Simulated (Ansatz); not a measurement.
Computed with Ansatz on PBE0-D4/def2-TZVP structures; ΔE is electronic, products minus reactants. CCSD(T)/CBS is the MP2 limit (def2-TZVPP, def2-QZVPP) plus CCSD(T) − MP2 in def2-TZVPP, frozen cores. This one scheme is used for every species, atoms too. Functionals use def2-TZVPP. B3LYP here is the variant with VWN-RPA as its local correlation; programs differ in this. Open shells (•) are unrestricted, without spin–orbit coupling. Spin–orbit coupling would lower the free atoms: a little for B, C, O, Si. Each species was taken in one conformer, which may not be the lowest.

Reaction (atomization): `B[SiH2]OC[SiH3]` → B• + C• + 9 H• + O• + 2 Si•

```json
{"level": "PBE-D4", "ΔE (kJ/mol)": "4665.0", "difference from CCSD(T)/CBS": "6.6"}
{"level": "PBE0-D4", "ΔE (kJ/mol)": "4627.4", "difference from CCSD(T)/CBS": "-31.0"}
{"level": "ωB97X-V", "ΔE (kJ/mol)": "4690.6", "difference from CCSD(T)/CBS": "32.2"}
{"level": "PBE", "ΔE (kJ/mol)": "4636.6", "difference from CCSD(T)/CBS": "-21.8"}
{"level": "PBE0", "ΔE (kJ/mol)": "4603.2", "difference from CCSD(T)/CBS": "-55.2"}
{"level": "B3LYP", "ΔE (kJ/mol)": "4621.7", "difference from CCSD(T)/CBS": "-36.7"}
{"level": "HF/def2-QZVPP", "ΔE (kJ/mol)": "3538.1", "difference from CCSD(T)/CBS": "-1120.3"}
{"level": "SCS-MP2/def2-QZVPP", "ΔE (kJ/mol)": "4665.4", "difference from CCSD(T)/CBS": "7.0"}
{"level": "MP2/CBS(def2)", "ΔE (kJ/mol)": "4677.9", "difference from CCSD(T)/CBS": "19.5"}
{"level": "CCSD/CBS(def2)", "ΔE (kJ/mol)": "4611.4", "difference from CCSD(T)/CBS": "-47.0"}
{"level": "CCSD(T)/CBS", "ΔE (kJ/mol)": "4658.4", "difference from CCSD(T)/CBS": "0"}
```

Largest T1 diagnostic among the species: 0.014.

The D4 term adds +45.6 kJ/mol with B3LYP and +24.2 kJ/mol with PBE0; it sums over pairs of atoms, weighted by their polarisabilities, and B3LYP, whose exchange is more repulsive, gets the larger term. In def2-TZVPP, CCSD(T) changes the Hartree–Fock value by +1015.3 kJ/mol (the triples alone add +47.0 kJ/mol) and MP2 by +1034.8 kJ/mol; breaking electron pairs costs correlation energy, which Hartree–Fock lacks.

For atomizations the MP2-based limit and the directly extrapolated one differ by several kJ/mol either way, and by 10 to 25 for some Ge, Se and Sn compounds, so smaller differences from it don't rank the levels.
